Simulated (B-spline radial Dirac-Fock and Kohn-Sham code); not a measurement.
Calculated with an atomic code on a B-spline grid, using relaxed Dirac-Fock hole states (ΔSCF) with Breit and QED corrections and a finite nucleus. Two-hole levels are in intermediate coupling, intensities from independent-particle Coulomb rates.

Task: These computed lines form the K-LL Auger spectrum of a free neutral atom. Which element, and how are the lines assigned?

```
kinetic energy (eV)  relative intensity
            17007.4                  17
            17286.5                  33
            17318.1                   2
            17437.9                  21
            17477.9                   6
            17543.9                   6
            17708.2                 100
            17850.7                   7
            17877.5                  33
```

Result: Pd ([Kr] 4d10). From low to high energy: K-L1L1 ¹S0, K-L1L2 ¹P1, K-L1L2 ³P0, K-L1L3 ³P1, K-L1L3 ³P2, K-L2L2 ³P0, K-L2L3 ¹D2, K-L3L3 ¹S0, K-L3L3 ³P2. The labels give the leading jj configuration and the leading LS term by weight; in heavy atoms the literature often keeps the label of the LS limit instead.
